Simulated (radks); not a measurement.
Results of a calculation; reference values are marked as such.
All-electron atom: Br I in [Ar] 3d10 4s2 4p5 (the NIST ground configuration). Level of theory: scalar-relativistic Kohn-Sham, PBE, spin-polarised, spherical densities, point nucleus; open shells are filled with parallel spins first (a radial shooting solver on a logarithmic mesh with Libxc functionals). Some entries of the table are withheld. Estimate them.

| orbital | occ. | eigenvalue (eV) | <r> (bohr) | r(max) (bohr) |
|---|---|---|---|---|
| 1s up | 1 | -13318.13 | 0.04275 | 0.02791 |
| 1s down | 1 | -13318.07 | 0.04275 | 0.02791 |
| 2s up | 1 | -1733.086 | 0.1895 | 0.1592 |
| 2s down | 1 | -1733.054 | 0.1895 | 0.1592 |
| 2p up | 3 | -1528.555 | 0.1654 | 0.1274 |
| 2p down | 3 | -1528.500 | 0.1654 | 0.1274 |
| 3s up | 1 | -238.0832 | 0.5514 | 0.4840 |
| 3s down | 1 | -238.0085 | 0.5514 | 0.4841 |
| 3p up | 3 | (1) | 0.5642 | 0.4811 |
| 3p down | 3 | (2) | 0.5640 | 0.4812 |
| 3d up | 5 | -66.7428 | 0.5908 | 0.4311 |
| 3d down | 5 | -66.6348 | 0.5900 | 0.4311 |
| 4s up | 1 | -20.4937 | 1.675 | 1.422 |
| 4s down | 1 | -19.7090 | 1.675 | 1.417 |
| 4p up | 3 | -8.2043 | 2.094 | 1.668 |
| 4p down | 2 | -7.4524 | 2.119 | 1.669 |

Answer. 
(1) 3p up eigenvalue (eV): -173.5047
(2) 3p down eigenvalue (eV): -173.4208
